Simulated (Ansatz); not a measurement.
Consider the ligand exchange at the Si–O bond: `[F][Mg][O][SiH3]` + `[OH][GeH]([F])[SH]` → `[OH][GeH]([F])[S][SiH3]` + `[OH][Mg][F]`.

Computed with Ansatz on PBE0-D4/def2-TZVP structures; ΔE is electronic, products minus reactants. CCSD(T)/CBS is the MP2 limit (def2-TZVPP, def2-QZVPP) plus CCSD(T) − MP2 in def2-TZVPP, frozen cores. For Ge, Mg outer-core shells are correlated without core-valence functions, which leaves a few kJ/mol of doubt a bond. Scalar relativity is left out up to krypton. Each species was taken in one conformer, which may not be the lowest.

```tsv
species	CCSD(T)/CBS(def2) energy (Eh)
`[F][Mg][O][SiH3]`	-665.90405
`[OH][GeH]([F])[SH]`	-2650.74902
`[OH][GeH]([F])[S][SiH3]`	-2941.05294
`[OH][Mg][F]`	-375.57775
```

(1) Work out ΔE.

Largest T1 diagnostic among the species: 0.012.

## Answers

(1) ΔE = (-2941.05294) + (-375.57775) − (-665.90405) − (-2650.74902) = 0.02238 Eh = +58.8 kJ/mol.

The D4 term adds −8.7 kJ/mol with B3LYP and −4.7 kJ/mol with PBE0; it sums over pairs of atoms, weighted by their polarisabilities, and B3LYP, whose exchange is more repulsive, gets the larger term. In def2-TZVPP, CCSD(T) changes the Hartree–Fock value by −18.4 kJ/mol (the triples alone add −3.3 kJ/mol) and MP2 by −22.8 kJ/mol.

B3LYP here is the variant with VWN-RPA as its local correlation; programs differ in this.
